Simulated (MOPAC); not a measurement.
Input file for MOPAC: PM3 on SF, 2S+1 = 2, a spin state set in the input, which need not be the lowest, a point of a bond scan (R = 1.690 Å).

```
PM3 1SCF PRECISE CHARGE=0 UHF MS=0.5 THREADS=1
FS

F      0.00000000 1     0.00000000 1     0.00000000 1
S      0.00000000 1     0.00000000 1     1.68991900 1
```

It printed:

```
*******************************************************************************
 **                                                                           **
 **                              MOPAC v23.2.5                                **
 **                                                                           **
 *******************************************************************************
 ** MOPAC's Digital Object Identifier: https://doi.org/10.5281/zenodo.6511958 **
 **                                                                           **
 ** Please cite the open-source release paper for use of this MOPAC version:  **
 ** J. E. Moussa and J. J. P. Stewart (2026)                                  **
 ** MOPAC: An open-source semiempirical molecular orbital program             **
 ** J. Open Source Softw., 11(119), 8025, https://doi.org/10.21105/joss.08025 **
 *******************************************************************************

                              PM3 CALCULATION RESULTS

 *******************************************************************************
 *  PM3        - The PM3 Hamiltonian to be used
 *  UHF        - UNRESTRICTED HARTREE-FOCK CALCULATION
 *
 *
 *
 *                 CHARGE ON SYSTEM = 0
 *
 *
 *
 *  MS=        - IN MECI, MAGNETIC COMPONENT OF SPIN =  0.5
 *  PRECISE    - TIGHTER CRITERIA TO BE USED
 *  1SCF       - DO 1 SCF AND THEN STOP
 *  THREADS=1  - MULTI-THREADING NOT USED
 *  T=         - A TIME OF 172800.0 SECONDS REQUESTED
 *  DUMP=N     - RESTART FILE WRITTEN EVERY 7200.0 SECONDS REQUESTED
 *******************************************************************************
PM3 1SCF PRECISE CHARGE=0 UHF MS=0.5 THREADS=1
 FS

   ATOM   CHEMICAL          X               Y               Z
  NUMBER   SYMBOL      (ANGSTROMS)     (ANGSTROMS)     (ANGSTROMS)

     1       F          0.00000000  *   0.00000000  *   0.00000000  *
     2       S          0.00000000  *   0.00000000  *   1.68991900  *



          CARTESIAN COORDINATES

    NO.       ATOM           X           Y           Z

     1         F          0.0000      0.0000      0.0000
     2         S          0.0000      0.0000      1.6899

  F: (PM3): J. J. P. STEWART, J. COMP. CHEM. 10, 209 (1989).
  S: (PM3): J. J. P. STEWART, J. COMP. CHEM. 10, 209 (1989).

           Empirical Formula: F S  =     2 atoms



      MOLECULAR POINT GROUP   :   C*v


          UHF CALCULATION, NO. OF ALPHA ELECTRONS =    7
                           NO. OF BETA  ELECTRONS =    6

 -------------------------------------------------------------------------------
 PM3 1SCF PRECISE CHARGE=0 UHF MS=0.5 THREADS=1
 FS



     1SCF WAS SPECIFIED, SO BFGS WAS NOT USED
     SCF FIELD WAS ACHIEVED


                              PM3 CALCULATION
                                                       MOPAC v23.2.5 Linux




          FINAL HEAT OF FORMATION =         -4.92151 KCAL/MOL =     -20.59159 KJ/MOL


          COSMO AREA              =         69.32 SQUARE ANGSTROMS
          COSMO VOLUME            =         52.25 CUBIC ANGSTROMS

          IONIZATION POTENTIAL    =          9.602377 EV
          ALPHA SOMO LUMO (EV)    =        -10.552 -1.068
          BETA  SOMO LUMO (EV)    =         -9.602 -2.719
          NO. OF ALPHA ELECTRONS  =          7
          NO. OF BETA  ELECTRONS  =          6
          MOLECULAR WEIGHT        =         51.0584         POINT GROUP:  C*v

          MOLECULAR DIMENSIONS (Angstroms)

            Atom       Atom       Distance
            S     2    F     1     1.68992
            S     2    F     1     0.00000
            F     1    S     2     0.00000


          SCF CALCULATIONS        =          1





   ATOM   CHEMICAL          X               Y               Z
  NUMBER   SYMBOL      (ANGSTROMS)     (ANGSTROMS)     (ANGSTROMS)

     1       F          0.00000000  *   0.00000000  *   0.00000000  *
     2       S          0.00000000  *   0.00000000  *   1.68991900  *

                             CARTESIAN COORDINATES

   1    F        0.000000000     0.000000000     0.000000000
   2    S        0.000000000     0.000000000     1.689919000


           Empirical Formula: F S  =     2 atoms



      MOLECULAR POINT GROUP   :   C*v


          ALPHA EIGENVALUES
 -27.68311 -20.18791 -17.73164 -17.49774 -16.46556 -12.26498 -10.55185  -1.06782


           BETA EIGENVALUES
 -25.48543 -19.32799 -17.43692 -17.00944 -15.33410  -9.60238  -2.71934  -0.48041


              NET ATOMIC CHARGES AND DIPOLE CONTRIBUTIONS

  ATOM NO.   TYPE          CHARGE      No. of ELECS.   s-Pop       p-Pop
    1          F          -0.164126        7.1641     1.75824     5.40589
    2          S           0.164126        5.8359     1.97037     3.86551
 DIPOLE           X         Y         Z       TOTAL
 POINT-CHG.     0.000     0.000     1.332     1.332
 HYBRID        -0.000    -0.000    -0.492     0.492
 SUM           -0.000    -0.000     0.840     0.840


          ATOMIC ORBITAL ELECTRON POPULATIONS

     Atom    s        px        py        pz
    1  F   1.75824   2.00000   1.94895   1.45693
    2  S   1.97037   2.00000   1.05105   0.81446


                    (SZ)    =    0.500000
                    (S**2)  =    0.753803


          ATOMIC ORBITAL SPIN POPULATIONS

    Atom   Total    s     px     py     pz
         Atomic
    1  F -0.0066 -0.009  0.000  0.051 -0.049
    2  S  1.0066  0.004  0.000  0.949  0.054

 **********************
 *                    *
 * JOB ENDED NORMALLY *
 *                    *
 **********************




 == MOPAC DONE ==
```

The run finished.

Cost: roughly 0.020 core-seconds.
